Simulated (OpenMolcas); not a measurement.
# Multiconfigurational calculation on Nd4+

Input:

```
&GATEWAY
Coord
1

Nd 0.0 0.0 0.0
Basis=ANO-RCC-VDZ
Group=XYZ
NoMove
AngMom=0.0 0.0 0.0
AMFI
RX2C
&SEWARD
* reference wave functions (RASSCF and RASSI steps not shown): 2 electrons in 7 orbitals (4f)
>>> COPY JOB001 $Project.JobIph
&CASPT2
Multistate=21 1 2 3 4 5 6 7 8 9 10 11 12 13 14 15 16 17 18 19 20 21
Frozen=9 9
IPEA=0.35
Sig1=0.2
MaxIter=60
WThr=0.0 0.3 0.05
PrWF=0.5
NoMix
>>> COPY JOB002 $Project.JobIph
&CASPT2
Multistate=27 1 2 3 4 5 6 7 8 9 10 11 12 13 14 15 16 17 18 19 20 21 22
23 24 25 26 27
Frozen=9 9
IPEA=0.35
Sig1=0.2
MaxIter=60
WThr=0.0 0.3 0.05
PrWF=0.5
NoMix
```

Launched by
```bash
OMP_NUM_THREADS=1 MOLCAS_MEM=2252 MOLCAS_PROJECT=a pymolcas a.inp > a.log  # once for each step of the input, in one work folder
```

Output, cut to the results:

```
--- CASPT2 ---
Orbital specifications:
      -----------------------

      Symmetry species                           1   2
                                                ag  au
      Frozen orbitals                            9   9
      Inactive orbitals                          6   3
      Active orbitals                            0   7
      Secondary orbitals                        12  13
      Deleted orbitals                           0   0
      Number of basis functions                 27  32
Type of calculation                        MS-CASPT2
      Fock operator                              state-specific
      IPEA shift                                 0.35
      Real shift                                 0.00
      Imaginary shift                            0.00
      Sigma^1 regularizer                        0.20
      The input orbitals will be transformed to quasi-canonical
Reference energy:       -9617.0153921579
      E2 (Non-variational):      -0.4371971912
      Shift correction:          -0.0000007269
      E2 (Variational):          -0.4371979181
      Total energy:           -9617.4525900760
      Residual norm:              0.0000009454
      Reference weight:           0.93104
      Contributions to the CASPT2 correlation energy
      Active & Virtual Only:         -0.0012239885
      One Inactive Excited:          -0.0217090521
      Two Inactive Excited:          -0.4142641506
Reference energy:       -9617.0153921579
      E2 (Non-variational):      -0.4372429047
      Shift correction:          -0.0000007157
      E2 (Variational):          -0.4372436204
      Total energy:           -9617.4526357783
      Residual norm:              0.0000009818
      Reference weight:           0.93100
      Contributions to the CASPT2 correlation energy
      Active & Virtual Only:         -0.0012230407
      One Inactive Excited:          -0.0217664511
      Two Inactive Excited:          -0.4142534130
::    CASPT2 Root  1     Total energy:  -9617.45259008
::    CASPT2 Root  2     Total energy:  -9617.45263578
::    CASPT2 Root  3     Total energy:  -9617.45265612
::    CASPT2 Root  4     Total energy:  -9617.45262697
::    CASPT2 Root  5     Total energy:  -9617.45264660
::    CASPT2 Root  6     Total energy:  -9617.45263543
::    CASPT2 Root  7     Total energy:  -9617.45258169
::    CASPT2 Root  8     Total energy:  -9617.45260142
::    CASPT2 Root  9     Total energy:  -9617.45262831
::    CASPT2 Root 10     Total energy:  -9617.45259878
::    CASPT2 Root 11     Total energy:  -9617.45263437
::    CASPT2 Root 12     Total energy:  -9617.42812933
::    CASPT2 Root 13     Total energy:  -9617.42811735
::    CASPT2 Root 14     Total energy:  -9617.42809232
::    CASPT2 Root 15     Total energy:  -9617.42811031
::    CASPT2 Root 16     Total energy:  -9617.42811439
::    CASPT2 Root 17     Total energy:  -9617.42814022
::    CASPT2 Root 18     Total energy:  -9617.42812880
::    CASPT2 Root 19     Total energy:  -9617.32818965
::    CASPT2 Root 20     Total energy:  -9617.32818963
::    CASPT2 Root 21     Total energy:  -9617.32818963
::    MS-CASPT2 Root  1     Total energy:  -9617.45290482
::    MS-CASPT2 Root  2     Total energy:  -9617.45283375
::    MS-CASPT2 Root  3     Total energy:  -9617.45279054
::    MS-CASPT2 Root  4     Total energy:  -9617.45273325
::    MS-CASPT2 Root  5     Total energy:  -9617.45269040
::    MS-CASPT2 Root  6     Total energy:  -9617.45262297
::    MS-CASPT2 Root  7     Total energy:  -9617.45259378
::    MS-CASPT2 Root  8     Total energy:  -9617.45253792
::    MS-CASPT2 Root  9     Total energy:  -9617.45246934
--- CASPT2 ---
Orbital specifications:
      -----------------------

      Symmetry species                           1   2
                                                ag  au
      Frozen orbitals                            9   9
      Inactive orbitals                          6   3
      Active orbitals                            0   7
      Secondary orbitals                        12  13
      Deleted orbitals                           0   0
      Number of basis functions                 27  32
Type of calculation                        MS-CASPT2
      Fock operator                              state-specific
      IPEA shift                                 0.35
      Real shift                                 0.00
      Imaginary shift                            0.00
      Sigma^1 regularizer                        0.20
      The input orbitals will be transformed to quasi-canonical
Reference energy:       -9616.9796709759
      E2 (Non-variational):      -0.4415694893
      Shift correction:          -0.0000044300
      E2 (Variational):          -0.4415739193
      Total energy:           -9617.4212448951
      Residual norm:              0.0000006843
      Reference weight:           0.93018
      Contributions to the CASPT2 correlation energy
      Active & Virtual Only:         -0.0026436712
      One Inactive Excited:          -0.0216527624
      Two Inactive Excited:          -0.4172730556
Reference energy:       -9616.9796709759
      E2 (Non-variational):      -0.4415566078
      Shift correction:          -0.0000042795
      E2 (Variational):          -0.4415608873
      Total energy:           -9617.4212318632
      Residual norm:              0.0000006897
      Reference weight:           0.93018
      Contributions to the CASPT2 correlation energy
      Active & Virtual Only:         -0.0026376003
      One Inactive Excited:          -0.0216653795
      Two Inactive Excited:          -0.4172536280
::    CASPT2 Root  1     Total energy:  -9617.42124490
::    CASPT2 Root  2     Total energy:  -9617.42123186
::    CASPT2 Root  3     Total energy:  -9617.42074106
::    CASPT2 Root  4     Total energy:  -9617.42168772
::    CASPT2 Root  5     Total energy:  -9617.42066138
::    CASPT2 Root  6     Total energy:  -9617.42062150
::    CASPT2 Root  7     Total energy:  -9617.42056947
...
```

Levels above the lowest, from the spin-orbit matrix with the single-state CASPT2 energies, averaged by term, on its diagonal:

```
Configuration  Term  J  E (cm-1)  Measured (cm-1)      g  Term weight %  Second
          4f2    3H  4       0.0              0.0  0.807             96    3 1G
          4f2    3H  5      3010             2834  1.033            100        
          4f2    3H  6      6120             5743  1.167            100        
          4f2    3F  2      6420             5894  0.673             98    2 1D
          4f2    3F  3      8390             7785  1.084            100        
          4f2    3F  4      8700                   1.131             54   44 1G
          4f2    1G  4     12670                   1.112             53   46 3F
          4f2    1D  2     23650            20551  1.031             90    8 3P
          4f2    3P  0     29790            25051                   100        
          4f2    3P  1     30320            25893  1.501            100        
          4f2    1I  6     30820            26088  1.000            100        
          4f2    3P  2     32010            27479  1.463             92    7 1D
```

Against the 9 measured excited levels shown (the list in Carvajal Gallego et al., Mon. Not. R. Astron. Soc. 518, 332 (2023)) the mean absolute deviation is 2600 cm-1; the largest miss in energy is 4f2 3P0: computed 29790, measured 25051 cm-1 (+18.9 %).

CASPT2 does not keep the components of a term degenerate, so their means are used; among the terms shown or strongly mixed into the levels shown the widest spread is 430 cm-1 (4f2 1I). Some high roots are left out of the spin-orbit mixing, which shifts the levels that they would mix with. The CASPT2 spread within a term exceeds the gap to the next term for 4f2 1I and 4f2 3P, so the order of their levels is uncertain. Some terms miss by over 15 % even with CASPT2, which points to a basis or an active space too small for the shells correlated. The basis is small and was not contracted for so high a charge. Computed and measured levels are paired by configuration, term and J; levels that our copy of the source lacks, or whose pairing is in doubt (as where it misses far off the trend of its configuration), stay unpaired and out of the deviations. Only configurations of the active space appear. The first state left out of the spin-orbit step lies near 70000 cm-1 above the lowest spin-free state of the reference (among the parities and spins computed), and the list stops at four fifths of that energy or lower.

The term weight is that of the spin-free term in the level, not the purity of its configuration.
